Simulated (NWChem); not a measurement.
System meant: MgSiH4O; SMILES [O]([SiH3])[MgH]

Input file for NWChem:

```
start job
memory heap 200 mb stack 900 mb global 1100 mb
geometry units angstroms noautoz
  Mg     0.007277     1.934683     0.006172
  H      0.016540     3.623183     0.013208
  O     -0.000667     0.132455     0.000078
  Si    -0.000320    -1.503191    -0.000632
  H     -1.080880    -2.054045    -0.883813
  H     -0.224419    -2.054346     1.376749
  H      1.305116    -2.053091    -0.495320
end
basis spherical
  Mg library def2-svp
  H library def2-svp
  O library def2-svp
  Si library def2-svp
end
dft
  odft
  mult 2
  xc xpbe96 cpbe96
  iterations 150
  mulliken
end
task dft energy
```

End of the output:

```
 ==============================================================================
                                 internuclear angles
 ------------------------------------------------------------------------------
        center 1       |       center 2       |       center 3       |  degrees
 ------------------------------------------------------------------------------
    2 H                |   1 Mg               |   3 O                |   179.92
    1 Mg               |   3 O                |   4 Si               |   179.69
    3 O                |   4 Si               |   5 H                |   111.55
    3 O                |   4 Si               |   6 H                |   111.53
    3 O                |   4 Si               |   7 H                |   111.52
    5 H                |   4 Si               |   6 H                |   107.33
    5 H                |   4 Si               |   7 H                |   107.34
    6 H                |   4 Si               |   7 H                |   107.34
 ------------------------------------------------------------------------------
                            number of included internuclear angles:          8
 ==============================================================================

 Summary of "ao basis" -> "" (spherical)
 ------------------------------------------------------------------------------
       Tag                 Description            Shells   Functions and Types
 ---------------- ------------------------------  ------  ---------------------
 Mg                         def2-svp                 8       18   4s3p1d
 H                          def2-svp                 3        5   2s1p
 O                          def2-svp                 6       14   3s2p1d
 Si                         def2-svp                 8       18   4s3p1d

  pbe96 is a nonlocal functional; adding pw91lda local functional.

                                 NWChem DFT Module
                                 -----------------

 Summary of "ao basis" -> "ao basis" (spherical)
 ------------------------------------------------------------------------------
       Tag                 Description            Shells   Functions and Types
 ---------------- ------------------------------  ------  ---------------------
 Mg                         def2-svp                 8       18   4s3p1d
 H                          def2-svp                 3        5   2s1p
 O                          def2-svp                 6       14   3s2p1d
 Si                         def2-svp                 8       18   4s3p1d

  number of electrons :                   38
  multiplicity        :                    2
 ------------------------------------------------------------------------
  no. of electrons and multiplicity not compatible                  38
 ------------------------------------------------------------------------
 ------------------------------------------------------------------------
  current input line :
    25: task dft energy
 ------------------------------------------------------------------------
 ------------------------------------------------------------------------
 There is an error in the input file
 ------------------------------------------------------------------------
 For more information see the NWChem manual at https://nwchemgit.github.io

0: no. of electrons and multiplicity not compatible:Received an Error in Communication
```

**Question.** What is wrong, and how is it mended?

**Answer.** The program refused the input. Cause: the multiplicity doesn't fit the number of electrons (an even count wants an odd multiplicity, and the reverse). This input runs:
```
start job
memory heap 200 mb stack 900 mb global 1100 mb
geometry units angstroms noautoz
  Mg     0.007277     1.934683     0.006172
  H      0.016540     3.623183     0.013208
  O     -0.000667     0.132455     0.000078
  Si    -0.000320    -1.503191    -0.000632
  H     -1.080880    -2.054045    -0.883813
  H     -0.224419    -2.054346     1.376749
  H      1.305116    -2.053091    -0.495320
end
basis spherical
  * library def2-svp
end
dft
  xc xpbe96 cpbe96
  iterations 150
  mulliken
end
task dft energy
```
It converges to -566.66984 Ha (PBE/def2-SVP).
